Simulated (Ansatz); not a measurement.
Consider the cleavage of the Zn–Ga bond: `[F][GaH][ZnH]` + CH₃SH → `C[S][ZnH]` + `[F][GaH2]`.

Isolated molecules relaxed with PBE0-D4/def2-TZVP in Ansatz; ΔE leaves out vibrations. CCSD(T)/CBS is the MP2 limit (def2-TZVPP, def2-QZVPP) plus CCSD(T) − MP2 in def2-TZVPP, frozen cores. This one scheme is used for every species. For Ga, Zn outer-core shells are correlated without core-valence functions, which leaves a few kJ/mol of doubt a bond. Scalar relativity is left out up to krypton.

| species | CCSD(T)/CBS(def2) energy (Eh) |
| --- | --- |
| `[F][GaH][ZnH]` | -3803.33961 |
| CH₃SH | -438.22835 |
| `C[S][ZnH]` | -2216.62619 |
| `[F][GaH2]` | -2024.95631 |

Question: Work out ΔE.

Answer: ΔE = (-2216.62619) + (-2024.95631) − (-3803.33961) − (-438.22835) = -0.01454 Eh = -38.2 kJ/mol.

Largest T1 diagnostic among the species: 0.016.

At CCSD(T), def2-SVP lies +11.4 kJ/mol from the extrapolated value and def2-TZVPP +0.8 kJ/mol. From BLYP to BHLYP (50 % exact exchange), in def2-TZVPP and without D4, ΔE moves by −5.8 kJ/mol.
